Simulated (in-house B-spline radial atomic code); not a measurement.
Ionisation energies along the 31-electron series, configuration 1s2 2s2 2p6 3s2 3p6 3d10 4s2 4p1/2(1), as differences of self-consistent energies. Dirac energy differences include first-order Breit, QED and recoil terms. NIST's values go from ground level to ground level; the uncertainty of those that are theory runs from under 0.1 % in few-electron ions to several per cent in heavy many-electron ones. Computed with a B-spline radial code for spherical atoms: Dirac-Hartree-Fock, jj configuration that fills j = l - 1/2 first, finite nuclei.

```csv
ion,configuration after,ionisation energy (eV),IE/(q+1)² (eV),-ε less Coulomb ΔSCF (eV),Breit and QED recoil part (eV),tabulated value (eV),tabulated kind,computed minus tabulated (eV)
Te21+,[Ar] 3d10 4s2,632.8,1.3075,0.27933,-0.51175,633,tabulated theory,-0.2
I22+,[Ar] 3d10 4s2,683.5,1.292,0.28298,-0.5664,683,tabulated theory,0.5
Xe23+,[Ar] 3d10 4s2,736.0,1.2778,0.28661,-0.62475,736,tabulated theory,0.0
Cs24+,[Ar] 3d10 4s2,790.5,1.2647,0.29022,-0.68707,791,tabulated theory,-0.5
Ba25+,[Ar] 3d10 4s2,846.8,1.2527,0.29382,-0.75343,846,tabulated theory,0.8
La26+,[Ar] 3d10 4s2,905.2,1.2416,0.29741,-0.82407,906,tabulated theory,-0.8
Ce27+,[Ar] 3d10 4s2,?,?,?,?,?,tabulated theory,?
Pr28+,[Ar] 3d10 4s2,1027.6,1.2219,0.30458,-0.97878,1028,tabulated theory,-0.4
Nd29+,[Ar] 3d10 4s2,1091.8,1.2131,0.30816,-1.0632,1092,tabulated theory,-0.2
Pm30+,[Ar] 3d10 4s2,?,?,?,?,?,tabulated theory,?
Sm31+,[Ar] 3d10 4s2,1226.2,1.1974,0.31536,-1.247,1226,tabulated theory,0.2
Eu32+,[Ar] 3d10 4s2,1296.4,1.1904,0.31897,-1.3469,1296,tabulated theory,0.4
Gd33+,[Ar] 3d10 4s2,1368.6,1.1839,0.3226,-1.4523,1368,tabulated theory,0.6
Tb34+,[Ar] 3d10 4s2,?,?,?,?,?,tabulated theory,?
Dy35+,[Ar] 3d10 4s2,1519.1,1.1722,0.32994,-1.6806,1520,tabulated theory,-0.9
Ho36+,[Ar] 3d10 4s2,1597.5,1.1669,0.33365,-1.804,1598,tabulated theory,-0.5
Er37+,[Ar] 3d10 4s2,1678.0,1.1621,0.3374,-1.9339,1678,tabulated theory,0.0
```

(1) Fill in the row of Ce27+.

(2) Fill in the row of Pm30+.

(3) Fill in the row of Tb34+.

Results:

(1) ionisation energy (eV): 965.4; IE/(q+1)² (eV): 1.2314; -ε less Coulomb ΔSCF (eV): 0.301; Breit and QED recoil part (eV): -0.89913; tabulated value (eV): 965; computed minus tabulated (eV): 0.4.

(2) ionisation energy (eV): 1158.0; IE/(q+1)² (eV): 1.205; -ε less Coulomb ΔSCF (eV): 0.31175; Breit and QED recoil part (eV): -1.1526; tabulated value (eV): 1158; computed minus tabulated (eV): 0.0.

(3) ionisation energy (eV): 1442.8; IE/(q+1)² (eV): 1.1778; -ε less Coulomb ΔSCF (eV): 0.32626; Breit and QED recoil part (eV): -1.5635; tabulated value (eV): 1443; computed minus tabulated (eV): -0.2.
